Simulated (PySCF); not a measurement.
K (potassium, neutral) across methods

[Ar] 4s1, 2S determinant. All numbers are calculated (PySCF 2.14, scalar relativity by spin-free X2C-1e, in x2c-TZVPPall (6s4p3d, 33 functions)).

```tsv
method	E (hartree)	mean ε 3p α (eV)	mean ε 3p β (eV)	mean ε 4s α (eV)	Σ⟨r²⟩ (bohr²)	⟨S²⟩
PW91	-602.213	-18.848	-18.765	-2.570	47.57	0.750
LDA	-600.463	-18.808	-18.738	-2.631	46.58	0.750
r2SCANh	-602.178	-20.141	-20.092	-2.768	47.73	0.750
PBE0	-602.048	-20.846	-20.771	-2.995	48.00	0.750
PBE	-602.005	-18.790	-18.706	-2.542	47.65	0.750
UHF	-601.44941	-25.956	-25.909	-4.032	50.88	0.750
LC-wPBE	-602.076	-23.903	-23.852	-4.314	48.94	0.750
wB97X	-602.215	-23.506	-23.491	-4.074	49.32	0.750
r2SCAN	-602.178	-19.416	-19.368	-2.595	47.75	0.750
```
